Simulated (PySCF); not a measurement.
`C#CCS(=O)(=O)OC`: 4 charge schemes on one density

Species: C4H6O3S.
Structure used (GFN2-xTB), in Å, numbered top down from 1:
```xyz
14
C4H6O3S angstrom
C      2.5737   -0.7585    0.2884
C      1.7624    0.0458    0.6465
C      0.7606    0.9842    1.0465
S     -0.5043    1.0810   -0.2704
O     -1.6972    1.6146    0.3175
O      0.0478    1.7061   -1.4209
O     -0.7482   -0.4584   -0.6518
C     -1.5650   -1.2135    0.2180
H      3.2958   -1.4536   -0.0203
H      0.2380    0.6852    1.9515
H      1.1589    1.9905    1.1479
H     -0.9512   -1.7065    0.9770
H     -2.2953   -0.5541    0.6923
H     -2.0767   -1.9634   -0.3844
```

Density: PBE0/pcSseg-1 (PySCF); schemes: Mulliken, IAO, Hirshfeld and ESP-fitted. Isolated species at its GFN2-xTB geometry (one conformer only).

Q: For which atoms does the sign change between the 4 schemes (beyond +0.03 e in one, beyond −0.03 e in another)?

A: C2. Atomic charges aren't observables, and each scheme defines them in its own way.

Q: Which atoms carry the highest charge in the Mulliken, IAO, Hirshfeld and ESP-fitted schemes?

A: All schemes agree: Mulliken S4 (+1.163); IAO S4 (+2.162); Hirshfeld S4 (+0.560); ESP-fitted S4 (+1.106).

Q: Which atoms carry the lowest charge in the Mulliken, IAO, Hirshfeld and ESP-fitted schemes?

A: The schemes don't all agree: Mulliken O5 (-0.525); IAO O5 (-0.875); Hirshfeld O5 (-0.300); ESP-fitted C3 (-0.615).

Q: Tabulate the Mulliken, IAO, Hirshfeld and ESP-fitted charges.

A: In e:

```
atom                 environment  Mulliken     IAO  Hirshfeld  ESP-fitted
  C1      terminal alkyne carbon    -0.305  -0.204     -0.089      -0.532
  C2               alkyne carbon    +0.146  -0.043     -0.052      +0.249
  C3  sp3 carbon bound to sulfur    -0.273  -0.479     -0.061      -0.615
  S4             sulfonyl sulfur    +1.163  +2.162     +0.560      +1.106
  O5             sulfonyl oxygen    -0.525  -0.875     -0.300      -0.505
  O6             sulfonyl oxygen    -0.482  -0.845     -0.294      -0.478
  O7    oxygen bonded to C and S    -0.521  -0.578     -0.129      -0.317
  C8              methoxy carbon    -0.058  -0.222     -0.037      -0.085
  H9             alkyne hydrogen    +0.053  +0.209     +0.102      +0.350
 H10          methylene hydrogen    +0.190  +0.193     +0.070      +0.239
 H11          methylene hydrogen    +0.207  +0.206     +0.081      +0.271
 H12             methyl hydrogen    +0.120  +0.143     +0.045      +0.090
 H13             methyl hydrogen    +0.141  +0.160     +0.041      +0.097
 H14             methyl hydrogen    +0.143  +0.173     +0.065      +0.129
```

Mean size of the charges over all atoms: IAO 0.464 e, ESP-fitted 0.362 e, Mulliken 0.309 e, Hirshfeld 0.138 e. Each set sums to the total charge, 0, to within 0.001 e. The IAO scheme projects the occupied orbitals on a minimal set of polarised atomic orbitals and counts the electrons in each atom's part of it. The ESP scheme fits charges at the nuclei, held to the total charge, to the electrostatic potential on points at 1.4 to 2.0 times the van der Waals radii.

Q: Sum the charges by element, for elements with more than one atom.

A: 
```csv
element,atoms,Mulliken,IAO,Hirshfeld,ESP-fitted
C,4,-0.489,-0.949,-0.240,-0.982
O,3,-1.528,-2.297,-0.723,-1.300
H,6,+0.854,+1.084,+0.403,+1.176
```

Q: How closely do the schemes follow one another over all atoms?

A: Correlation coefficient and root-mean-square difference: IAO with Hirshfeld 0.98, 0.514 e; Mulliken with IAO 0.97, 0.316 e; Mulliken with Hirshfeld 0.95, 0.237 e; Mulliken with ESP-fitted 0.94, 0.152 e; IAO with ESP-fitted 0.91, 0.350 e; Hirshfeld with ESP-fitted 0.90, 0.286 e.

Q: How many electrons does the Mulliken scheme count on C3?

A: Z − q = 6 − (-0.273) = 6.273.
